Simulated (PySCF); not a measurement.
C3H7BrMg, SMILES C[CH](C)[Mg][Br].

Geometry optimised at B3LYP-D3(BJ)/def2-SVP. The values are those of a single conformer.

Level of theory: B3LYP-D3(BJ)/def2-SVP in PySCF 2.14.0.

Frequencies are harmonic and unscaled.

Computed vibrational spectrum:
```
mode  ν (cm⁻¹)  IR (km/mol)  moving atoms (share of kinetic energy)
----  --------  -----------  --------------------------------------
1           61          5.5         Mg 37 %, C 36 %, H 18 %, Br 9 %
2           74          9.4        Mg 57 %, H 17 %, C 16 %, Br 10 %
3          191         10.0        C 43 %, Br 26 %, Mg 16 %, H 14 %
4          208         30.4                 Mg 44 %, C 41 %, H 14 %
5          250          4.7                                  H 84 %
6          252          0.0                                  H 98 %
7          343         28.6                 C 43 %, H 32 %, Mg 18 %
8          373         11.8                 C 48 %, H 38 %, Mg 11 %
9          550         47.5                 Mg 58 %, C 27 %, H 12 %
10         882          5.4                          C 67 %, H 33 %
11         914          1.7                          H 87 %, C 13 %
12         952         15.4                                  H 92 %
13         981          0.7                          H 73 %, C 27 %
14        1090          6.4                          C 70 %, H 30 %
15        1159         13.1                          C 53 %, H 47 %
16        1191         17.8                          H 64 %, C 35 %
17        1323          1.3                          H 77 %, C 23 %
18        1386          0.2                          H 81 %, C 19 %
19        1402          9.6                          H 81 %, C 19 %
20        1455          0.2                                  H 97 %
21        1470          4.6                                  H 96 %
22        1475          5.9                                  H 96 %
23        1482          5.7                                  H 97 %
24        2975         99.8                                  H 96 %
25        2975         35.9                                  H 96 %
26        2995         17.5                                  H 93 %
27        3045         51.4                           H 92 %, C 8 %
28        3045          9.4                           H 91 %, C 9 %
29        3078         19.7                           H 91 %, C 9 %
30        3079         41.7                           H 91 %, C 9 %
```
